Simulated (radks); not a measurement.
Effect of the nuclear size on the samarium ion Sm+, [Xe] 4f6 6s1. Method: Dirac Kohn-Sham, relativistic LDA (MacDonald-Vosko exchange, VWN5 correlation), spin-unpolarised, spherical densities, finite nucleus; open shells are shared between the two j in proportion to 2j + 1; Fermi nuclear charge, rms radius 5.0819 fm; computed with a radial shooting solver on a logarithmic mesh with Libxc functionals. The rms radius is varied about that value; shifts are against it.

rms radius (fm)  total energy shift (eV)  density at nucleus (e/bohr^3)  1s1/2 shift (meV)  2s1/2 shift (meV)  4p1/2 shift (meV)  5s1/2 shift (meV)  5p1/2 shift (meV)  6s1/2 shift (meV)  6p1/2 (empty) shift (meV)
4.4619                             -3.81                      5.429e+05              -1570               -198              0.311              -1.54              0.133             -0.145                      0.045
4.6144                             -2.91                      5.386e+05              -1200               -152              0.238              -1.17              0.101             -0.111                      0.034
5.0819                                 0                      5.263e+05              0.000              0.000              0.000              0.000              0.000              0.000                      0.000
5.4732                              2.60                      5.171e+05               1070                135             -0.212               1.05             -0.091              0.099                     -0.030
6.0627                              6.79                      5.046e+05               2790                353             -0.553               2.73             -0.236              0.258                     -0.079

Slopes of the eigenvalues against <r^2> in GHz/fm^2, as finite differences over the two radii next to the reference (eigenvalue slopes, not the field-shift constants of lines): 1s1/2 63200, 2s1/2 8010, 4p1/2 -12.5, 5s1/2 61.9, 5p1/2 -5.36, 6s1/2 5.85, 6p1/2 (empty) -1.80.
